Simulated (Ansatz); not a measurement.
`NC[Se][SiH3]` + `CC` → `CC[Se][SiH3]` + CH₃NH₂ at 700 K and 1 bar (formal exchange of groups at the Se–C bond).

Computed with Ansatz on PBE0-D4/def2-TZVP structures; ΔE is electronic, products minus reactants. CCSD(T)/CBS is the MP2 limit (def2-TZVPP, def2-QZVPP) plus CCSD(T) − MP2 in def2-TZVPP, frozen cores. This one scheme is used for every species. For Se outer-core shells are correlated without core-valence functions, which leaves a few kJ/mol of doubt a bond. Scalar relativity is left out up to krypton. One conformer a species, not always the lowest.

| species | CCSD(T)/CBS energy (Eh) | H − E (kJ/mol) | S (J/(mol·K)) |
| --- | --- | --- | --- |
| `NC[Se][SiH3]` | -2786.75811 | 290.7 | 462.8 |
| `CC` | -79.71954 | 238.1 | 289.3 |
| `CC[Se][SiH3]` | -2770.72164 | 321.5 | 483.5 |
| CH₃NH₂ | -95.75281 | 207.6 | 296.6 |

H − E and S are ideal-gas, rigid-rotor, harmonic terms from PBE0-D4/def2-TZVP, for one conformer and one mirror image of each species. 1 Eh = 2625.50 kJ/mol, R = 8.31446 J/(mol·K).

Q: By hand: ΔE, ΔH, ΔS and ΔG.

A: ΔE = (-2770.72164) + (-95.75281) − (-2786.75811) − (-79.71954) = 0.00320 Eh = 8.4 kJ/mol. Δ(H − E) = 321.5 + 207.6 − 290.7 − 238.1 = 0.3, so ΔH = 8.7 kJ/mol. ΔS = 483.5 + 296.6 − 462.8 − 289.3 = 28.0 J/(mol·K). ΔG = 8.7 − 700 × (28.0)/1000 = -10.9 kJ/mol.

Q: By hand: the equilibrium constant, and the temperature at which ΔG would vanish if ΔH and ΔS stayed fixed.

A: log₁₀ K = −ΔG/(RT ln 10) = 0.8. ΔG = 0 at ΔH/ΔS = 311 K, though so small a ΔH makes that figure unsure.

TΔS isn't small against ΔH here. A doubt of 5 kJ/mol in ΔE shifts log₁₀ K by 0.4 here. Other conformers and mirror images would add mixing entropy, several J/(mol·K) or more a flexible species. Modes under 60 cm⁻¹, often nearly free rotors, make the harmonic entropy too high. These are equilibria of isolated gas molecules and say nothing of rates. Largest T1 diagnostic: 0.010 (customary marks: 0.02 for closed shells, 0.045 for open ones).
